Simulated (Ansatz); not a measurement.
Consider the isomerisation: `[CH2][GeH3]`• → `[CH3][GeH2]`•.

Isolated molecules relaxed with PBE0-D4/def2-TZVP in Ansatz; ΔE leaves out vibrations. CCSD(T)/CBS is the MP2 limit (def2-TZVPP, def2-QZVPP) plus CCSD(T) − MP2 in def2-TZVPP, frozen cores. DFT in def2-TZVPP. Open shells (•) are unrestricted, without spin–orbit coupling. For Ge outer-core shells are correlated without core-valence functions, which leaves a few kJ/mol of doubt a bond. Scalar relativity is left out up to krypton.

`[CH2][GeH3]`•:

Z-matrix (Å, degrees):
```
Ge
C 1 1.919
H 1 1.537 2 110.0
H 1 1.543 2 110.8 3 -119.7
H 1 1.538 2 110.1 3 120.9
H 2 1.084 1 122.0 3 -155.4
H 2 1.084 1 122.0 3 27.0
```

`[CH3][GeH2]`•:

Cartesian coordinates in Å:
```
C 0.476 0.005 -0.720
Ge -0.311 -0.332 1.043
H 0.458 -0.904 -1.321
H 1.508 0.340 -0.615
H -0.095 0.780 -1.236
H -1.770 -0.825 0.921
H -0.267 0.936 1.928
```

```
  level  ΔE (kJ/mol)
 PBE-D4        -88.1
PBE0-D4        -83.5
```

Problem. What does CCSD(T)/CBS give? (Best estimate.)

Solution. The calculation gave: -78.6 kJ/mol. The listed levels differ from it by -9.5, -4.9 kJ/mol.

Largest T1 diagnostic among the species: 0.012.

Leaving LDA and LC-ωPBE aside and taking each functional with its dispersion term where it has one, the values, not all of them listed here, spread over 16.6 kJ/mol, from PBE-D4 to B97M-V. LDA lies −10.1 kJ/mol from PBE without D4. From PBE to PBE0 (25 % exact exchange), in def2-TZVPP and without D4, ΔE moves by +4.6 kJ/mol. In def2-TZVPP, CCSD(T) changes the Hartree–Fock value by −24.3 kJ/mol (the triples alone add −3.2 kJ/mol) and MP2 by −35.4 kJ/mol.
